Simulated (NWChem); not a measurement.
Program: NWChem. System: BeCl2, charge 0, spin multiplicity 1, at a geometry optimised with PBE/def2-SVP. The structure started from a generated list of species. Level: PBE0/def2-SVPD.

Job file:

```
start mol
memory heap 200 mb stack 900 mb global 1100 mb
geometry units angstroms nocenter noautoz
  Be     0.000000     0.000000     0.000000
  Cl     0.000000     0.000000     1.814446
  Cl     0.000000     0.000000    -1.814446
  symmetry group D2h
end
basis spherical
  * library def2-svpd
end
dft
  xc pbe0
  semidirect memsize 60000000 filesize 0
  iterations 100
end
property
  dipole
  response 1 0.0428
end
task dft property
```

Output (cleaned and shortened):

```
             Northwest Computational Chemistry Package (NWChem) 7.3.0
             --------------------------------------------------------

                                NWChem Input Module
                                -------------------

 Scaling coordinates for geometry "geometry" by  1.889725989
 (inverse scale =  0.529177249)

 Turning off AUTOSYM since
 SYMMETRY directive was detected!

                             Geometry "geometry" -> ""
                             -------------------------

 Output coordinates in angstroms (scale by  1.889725989 to convert to a.u.)

  No.       Tag          Charge          X              Y              Z
 ---- ---------------- ---------- -------------- -------------- --------------
    1 Be                   4.0000     0.00000000     0.00000000     0.00000000
    2 Cl                  17.0000     0.00000000     0.00000000     1.81444600
    3 Cl                  17.0000     0.00000000     0.00000000    -1.81444600

 Effective nuclear repulsion energy (a.u.)      81.8069087448

            Nuclear Dipole moment (a.u.)
            ----------------------------
        X                 Y               Z
 ---------------- ---------------- ----------------
     0.0000000000     0.0000000000     0.0000000000

      Symmetry information
      --------------------

 Group name             D2h
 Group number             26
 Group order               8
 No. of unique centers     2

      Symmetry unique atoms

     1    2


 Summary of "ao basis" -> "" (spherical)
 ------------------------------------------------------------------------------
       Tag                 Description            Shells   Functions and Types
 ---------------- ------------------------------  ------  ---------------------
 *                         def2-svpd                  on all atoms

                              NWChem Property Module
                              ----------------------

                                 NWChem DFT Module
                                 -----------------

 Summary of "ao basis" -> "ao basis" (spherical)
 ------------------------------------------------------------------------------
       Tag                 Description            Shells   Functions and Types
 ---------------- ------------------------------  ------  ---------------------
 Be                        def2-svpd                 6       12   3s3p
 Cl                        def2-svpd                11       27   5s4p2d

 Summary of "ao basis" -> "ao basis" (spherical)
 ------------------------------------------------------------------------------
       Tag                 Description            Shells   Functions and Types
 ---------------- ------------------------------  ------  ---------------------
 Be                        def2-svpd                 6       12   3s3p
 Cl                        def2-svpd                11       27   5s4p2d

            General Information
            -------------------
          SCF calculation type: DFT
          Wavefunction type:  closed shell.
          No. of atoms     :     3
          No. of electrons :    38
           Alpha electrons :    19
            Beta electrons :    19
          Charge           :     0
          Spin multiplicity:     1
          Use of symmetry is: off; symmetry adaption is: off
          Maximum number of iterations: 100
          AO basis - number of functions:    66
                     number of shells:    28
          Convergence on energy requested:  1.00D-06
          Convergence on density requested:  1.00D-05
          Convergence on gradient requested:  5.00D-04

              XC Information
              --------------
                         PBE0 Method XC Functional
                     Hartree-Fock (Exact) Exchange  0.250
          PerdewBurkeErnzerhof Exchange Functional  0.750
            Perdew 1991 LDA Correlation Functional  1.000 local
           PerdewBurkeErnz. Correlation Functional  1.000 non-local

             Grid Information
             ----------------
          Grid used for XC integration:  medium
          Radial quadrature: Mura-Knowles
          Angular quadrature: Lebedev.
          Tag              B.-S. Rad. Rad. Pts. Rad. Cut. Ang. Pts.
          ---              ---------- --------- --------- ---------
          Be                  1.05       49          11.0       434
          Cl                  1.00       88          13.0       590
          Grid pruning is: on
          Number of quadrature shells:   225
          Spatial weights used:  Erf1

          Convergence Information
          -----------------------
          Convergence aids based upon iterative change in
          total energy or number of iterations.
          Levelshifting, if invoked, occurs when the
          HOMO/LUMO gap drops below (HL_TOL):  1.00D-02
          DIIS, if invoked, will attempt to extrapolate
          using up to (NFOCK): 10 stored Fock matrices.

                    Damping( 0%)  Levelshifting(0.5)       DIIS
                  --------------- ------------------- ---------------
          dE  on:    start            ASAP                start
          dE off:    2 iters        100 iters           100 iters

      Screening Tolerance Information
      -------------------------------
          Density screening/tol_rho:  1.00D-10
          AO Gaussian exp screening on grid/accAOfunc:  14
          CD Gaussian exp screening on grid/accCDfunc:  20
          XC Gaussian exp screening on grid/accXCfunc:  20
          Schwarz screening/accCoul:  1.00D-08

      Superposition of Atomic Density Guess
[...]
EAF file 0: "./mol.aoints.0" size=524288 bytes
------------------------------------------------------------
               write      read    awrite     aread      wait
               -----      ----    ------     -----      ----
     calls:        1         0         0         0         0
   data(b): 5.24e+05  0.00e+00  0.00e+00  0.00e+00
   time(s): 0.00e+00  0.00e+00  0.00e+00  0.00e+00  0.00e+00
rate(mb/s): 0.00e+00  0.00e+00
------------------------------------------------------------

   convergence    iter        energy       DeltaE   RMS-Dens  Diis-err    time
 ---------------- ----- ----------------- --------- --------- ---------  ------
 d= 0,ls=0.0,diis     1   -934.6230011561 -1.02D+03  3.17D-02  2.98D-01     0.7
 d= 0,ls=0.0,diis     2   -934.6370628407 -1.41D-02  7.91D-03  1.74D-01     0.9
 d= 0,ls=0.0,diis     3   -934.6633916867 -2.63D-02  1.67D-03  1.42D-02     1.0
 d= 0,ls=0.0,diis     4   -934.6656704624 -2.28D-03  3.05D-04  9.04D-05     1.2
 d= 0,ls=0.0,diis     5   -934.6656830329 -1.26D-05  3.16D-05  4.91D-06     1.3
 d= 0,ls=0.0,diis     6   -934.6656837343 -7.01D-07  8.02D-06  1.14D-07     1.5

         Total DFT energy =     -934.665683734337
      One electron energy =    -1452.573319628744
           Coulomb energy =      495.158919877736
    Exchange-Corr. energy =      -59.058192728155
 Nuclear repulsion energy =       81.806908744826

 Numeric. integr. density =       38.000000187326

     Total iterative time =      1.2s

                       DFT Final Molecular Orbital Analysis
                       ------------------------------------

 Vector   17  Occ=2.000000D+00  E=-3.777022D-01
              MO Center= -2.9D-09,  2.9D-09, -1.3D-06, r^2= 4.0D+00
   Bfn.  Coefficient  Atom+Function         Bfn.  Coefficient  Atom+Function
  ----- ------------  ---------------      ----- ------------  ---------------
    24      0.302619  2 Cl px                51      0.302620  3 Cl px
    25     -0.261555  2 Cl py                52     -0.261555  3 Cl py
    21      0.240510  2 Cl px                48      0.240510  3 Cl px
    22     -0.207874  2 Cl py                49     -0.207874  3 Cl py
    18      0.139054  2 Cl px                45      0.139054  3 Cl px

 Vector   18  Occ=2.000000D+00  E=-3.563331D-01
              MO Center= -1.3D-10,  3.1D-10,  1.2D-06, r^2= 4.4D+00
   Bfn.  Coefficient  Atom+Function         Bfn.  Coefficient  Atom+Function
  ----- ------------  ---------------      ----- ------------  ---------------
    25      0.330955  2 Cl py                52     -0.330955  3 Cl py
    24      0.299611  2 Cl px                51     -0.299610  3 Cl px
    22      0.250241  2 Cl py                49     -0.250241  3 Cl py
    21      0.226541  2 Cl px                48     -0.226541  3 Cl px
    19      0.145049  2 Cl py                46     -0.145049  3 Cl py

 Vector   19  Occ=2.000000D+00  E=-3.563331D-01
              MO Center= -2.4D-09,  2.5D-09,  1.3D-06, r^2= 4.4D+00
   Bfn.  Coefficient  Atom+Function         Bfn.  Coefficient  Atom+Function
  ----- ------------  ---------------      ----- ------------  ---------------
    24      0.330955  2 Cl px                51     -0.330955  3 Cl px
    25     -0.299611  2 Cl py                52      0.299610  3 Cl py
    21      0.250241  2 Cl px                48     -0.250241  3 Cl px
    22     -0.226541  2 Cl py                49      0.226541  3 Cl py
    18      0.145049  2 Cl px                45     -0.145049  3 Cl px

 Vector   20  Occ=0.000000D+00  E=-2.263209D-02
              MO Center= -1.8D-07,  2.1D-07, -1.9D-07, r^2= 7.6D+00
   Bfn.  Coefficient  Atom+Function         Bfn.  Coefficient  Atom+Function
  ----- ------------  ---------------      ----- ------------  ---------------
     3      3.196004  1 Be s                 17     -1.083536  2 Cl s
    44     -1.083537  3 Cl s                 29      0.647944  2 Cl pz
    56     -0.647944  3 Cl pz                 2      0.424123  1 Be s
    26      0.249899  2 Cl pz                53     -0.249899  3 Cl pz
    16     -0.245071  2 Cl s                 43     -0.245071  3 Cl s

 Vector   21  Occ=0.000000D+00  E=-1.562244D-02
              MO Center= -2.4D-08, -2.6D-08, -1.2D-08, r^2= 4.2D+00
   Bfn.  Coefficient  Atom+Function         Bfn.  Coefficient  Atom+Function
  ----- ------------  ---------------      ----- ------------  ---------------
     5      0.439468  1 Be py                 4      0.396709  1 Be px
    11     -0.319137  1 Be py                10     -0.288086  1 Be px
     8     -0.282892  1 Be py                 7     -0.255367  1 Be px
    25      0.184478  2 Cl py                52      0.184478  3 Cl py
    28      0.175337  2 Cl py                55      0.175337  3 Cl py

 Vector   22  Occ=0.000000D+00  E=-1.562244D-02
              MO Center=  1.5D-07, -1.4D-07, -2.2D-08, r^2= 4.2D+00
   Bfn.  Coefficient  Atom+Function         Bfn.  Coefficient  Atom+Function
  ----- ------------  ---------------      ----- ------------  ---------------
     4      0.439468  1 Be px                 5     -0.396709  1 Be py
    10     -0.319137  1 Be px                11      0.288086  1 Be py
     7     -0.282892  1 Be px                 8      0.255367  1 Be py
    24      0.184478  2 Cl px                51      0.184478  3 Cl px
    27      0.175337  2 Cl px                54      0.175337  3 Cl px

 center of mass
 --------------
 x =   0.00000000 y =   0.00000000 z =   0.00000000

 moments of inertia (a.u.)
 ------------------
         822.237183335282           0.000000000000           0.000000000000
           0.000000000000         822.237183335282           0.000000000000
           0.000000000000           0.000000000000           0.000000000000

     Multipole analysis of the density
     ---------------------------------

     L   x y z        total         alpha         beta         nuclear
     -   - - -        -----         -----         ----         -------
     0   0 0 0     -0.000000    -19.000000    -19.000000     38.000000

     1   1 0 0      0.000000      0.000000      0.000000      0.000000
     1   0 1 0     -0.000000     -0.000000     -0.000000      0.000000
     1   0 0 1      0.000000      0.000000      0.000000      0.000000

     2   2 0 0    -22.524504    -11.262252    -11.262252      0.000000
     2   1 1 0     -0.000000     -0.000000     -0.000000      0.000000
     2   1 0 1      0.000000      0.000000      0.000000      0.000000
     2   0 2 0    -22.524504    -11.262252    -11.262252      0.000000
     2   0 1 1     -0.000000     -0.000000     -0.000000      0.000000
     2   0 0 2    -25.931605   -212.829854   -212.829854    399.728104

 *** CALLING NEW AORESP DRIVER FOR CLOSED AND OPEN SHELLS ***
 Entering AOResponse driver routine

--------------------------------------------------------------------------------

          ****************
          *** RESPONSE ***
          ****************

 Response module for NWChem and dynamic CPKS solver

          -----------------------------------------------
          Solving response equations for perturbing field
          -----------------------------------------------

 number of frequencies:     1
 frequency in a.u.:  0.4280000E-01
 Perturbing field: electric
 Using El. Dipole Length Gauge

 Setting up CPKS with frequency omega =      0.04280000 a.u.

                            NWChem Dynamic CPHF Module
                            --------------------------

    scftype = RHF
    nclosed =   19
      nopen =    0
  variables =     1786
  num. vecs =        3
  tolerance =   1.0D-04
  max. iter =   50

  int2e_file: Failed to allocate cache ... halving
 SCF residual:    1.5162197866411574E-005

Iterative solution of linear equations
  No. of variables     1786
  No. of equations        3
  Maximum subspace       30
       Convergence  1.0D-04

 ga_lkain filestub:cphf_sol
 ga_lkain filesoln:./mol.cphf_sol

   iter   nsub   residual    time
   ----  ------  --------  ---------
     1      3    2.84D+00       4.0
     2      6    1.01D+00       6.0
     3      9    1.91D-01       8.1
     4     12    1.82D-02      10.1
     5     15    1.35D-03      12.3
     6     18    1.39D-04      14.6
     7     21    7.70D-06      16.4

 Electric Dipole Response Matrix (nonzero elements):

              1        2        3
    1   34.8658   0.0000   0.0000
    2    0.0000  34.8658   0.0000
    3    0.0000   0.0000  54.9341

 ------------------------------------------
 average:        41.55527 + I       0.00000

 DFT Linear Response polarizability / au
 Frequency  =       0.0428000 / au
 Wavelength =    1064.5643224 / nm
              X              Y              Z
 -----------------------------------------------
 X      34.8658306      0.0000002      0.0000000
 Y       0.0000002     34.8658306      0.0000000
 Z       0.0000000      0.0000000     54.9341389
 -----------------------------------------------
 Eigenvalues =      34.8658304     34.8658308     54.9341389
 Isotropic   =      41.5552667
 Anisotropic =      20.0683083
 -----------------------------------------------

 Magnetic Dipole Response Matrix (nonzero elements):
 Optical rotation tensor Beta

              1        2        3
    1   -0.0000  -0.0000  -0.0000
    2    0.0000   0.0000  -0.0000
    3    0.0000   0.0000  -0.0000

 ------------------------------------------
 average:         0.00000 + I       0.00000

 Exiting AOResponse driver routine

          -------------
          Dipole Moment
          -------------

 Center of charge (in au) is the expansion point
         X =       0.0000000 Y =       0.0000000 Z =       0.0000000

   Dipole moment        0.0000001142 A.U.
             DMX        0.0000000145 DMXEFC        0.0000000000
             DMY       -0.0000000224 DMYEFC        0.0000000000
             DMZ        0.0000001110 DMZEFC        0.0000000000
   -EFC- dipole         0.0000000000 A.U.
   Total dipole         0.0000001142 A.U.

   Dipole moment        0.0000002902 Debye(s)
             DMX        0.0000000370 DMXEFC        0.0000000000
             DMY       -0.0000000568 DMYEFC        0.0000000000
             DMZ        0.0000002821 DMZEFC        0.0000000000
   -EFC- dipole         0.0000000000 DEBYE(S)
   Total dipole         0.0000002902 DEBYE(S)

 1 a.u. = 2.541766 Debyes

 Task  times  cpu:       16.4s     wall:       16.4s

 Total times  cpu:       16.4s     wall:       16.4s
```
